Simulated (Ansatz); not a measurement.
Reaction (stannylene formation by 1,1-elimination): `[F][Sn]([F])([SiH3])[Cl]` → `[F][Sn][Cl]` + `F[SiH3]`

Gas-phase electronic energies from Ansatz, PBE0-D4/def2-TZVP geometries. CCSD(T)/CBS is the MP2 limit (def2-TZVPP, def2-QZVPP) plus CCSD(T) − MP2 in def2-TZVPP, frozen cores. This one scheme is used for every species. DFT in def2-TZVPP. B3LYP here is the variant with VWN-RPA as its local correlation; programs differ in this. HSE06 is defined as in plane-wave codes. def2 core potentials past Kr. For Sn outer-core shells are correlated without core-valence functions, which leaves a few kJ/mol of doubt a bond.

`[F][Sn]([F])([SiH3])[Cl]`:

```xyz
8

F     2.193    1.335    0.058
Sn    1.034   -0.098   -0.431
F     1.064   -0.018   -2.336
Si   -1.327    0.168    0.530
Cl    2.191   -2.016    0.107
H    -1.841    1.471    0.052
H    -2.123   -0.969    0.016
H    -1.190    0.127    2.003
```

`[F][Sn][Cl]`:

Cartesian coordinates in Å:
```
F 0.338 -1.177 -1.014
Sn -0.656 -0.486 0.495
Cl 0.318 1.663 0.519
```

`F[SiH3]`:

```xyz
5

F    -0.455   -1.181   -0.911
Si    0.012    0.031    0.024
H    -1.198    0.722    0.529
H     0.838    0.954   -0.789
H     0.802   -0.525    1.147
```

| level | ΔE (kJ/mol) | difference from CCSD(T)/CBS |
| --- | --- | --- |
| LDA (SPW92) | -56.8 | 19.5 |
| PBE-D4 | -72.6 | 3.7 |
| BLYP-D4 | -102.3 | -26.0 |
| r2SCAN-D4 | -70.8 | 5.5 |
| PBE0-D4 | -67.3 | 9.0 |
| B3LYP-D4 | -95.5 | -19.2 |
| r2SCANh-D4 | -70.8 | 5.5 |
| r2SCAN0-D4 | -70.4 | 5.9 |
| HSE06-D4 | -67.6 | 8.7 |
| BHLYP-D4 | -86.8 | -10.5 |
| CAM-B3LYP-D4 | -87.7 | -11.4 |
| ωB97X-V | -67.5 | 8.8 |
| ωB97M-V | -80.6 | -4.3 |
| B2PLYP | -99.0 | -22.7 |
| PBE | -81.3 | -5.0 |
| BLYP | -118.9 | -42.6 |
| r2SCAN | -73.2 | 3.1 |
| PBE0 | -75.1 | 1.2 |
| B3LYP | -109.4 | -33.1 |
| r2SCAN0 | -73.3 | 3.0 |
| HSE06 | -75.2 | 1.1 |
| BHLYP | -100.7 | -24.4 |
| CAM-B3LYP | -96.2 | -19.9 |
| LC-ωPBE | -58.4 | 17.9 |
| RPA@PBE/def2-TZVPP | -89.4 | -13.1 |
| HF/def2-SVP | -92.6 | -16.3 |
| MP2/def2-SVP | -56.4 | 19.9 |
| CCSD/def2-SVP | -67.4 | 8.9 |
| CCSD(T)/def2-SVP | -64.7 | 11.6 |
| HF/def2-TZVPP | -102.6 | -26.3 |
| MP2/def2-TZVPP | -88.2 | -11.9 |
| SCS-MP2/def2-TZVPP | -95.6 | -19.3 |
| CCSD/def2-TZVPP | -85.2 | -8.9 |
| CCSD(T)/def2-TZVPP | -79.5 | -3.2 |
| HF/def2-QZVPP | -102.0 | -25.7 |
| MP2/def2-QZVPP | -86.1 | -9.8 |
| SCS-MP2/def2-QZVPP | -92.3 | -16.0 |
| HF/CBS(def2) | -101.9 | -25.6 |
| MP2/CBS(def2) | -84.9 | -8.6 |
| CCSD/CBS(def2) | -82.0 | -5.7 |
| CCSD(T)/CBS | -76.3 | 0 |

Largest T1 diagnostic among the species: 0.016.

In def2-TZVPP, CCSD(T) changes the Hartree–Fock value by +23.1 kJ/mol (the triples alone add +5.7 kJ/mol) and MP2 by +14.5 kJ/mol. From BLYP to BHLYP (50 % exact exchange), in def2-TZVPP and without D4, ΔE moves by +18.2 kJ/mol.
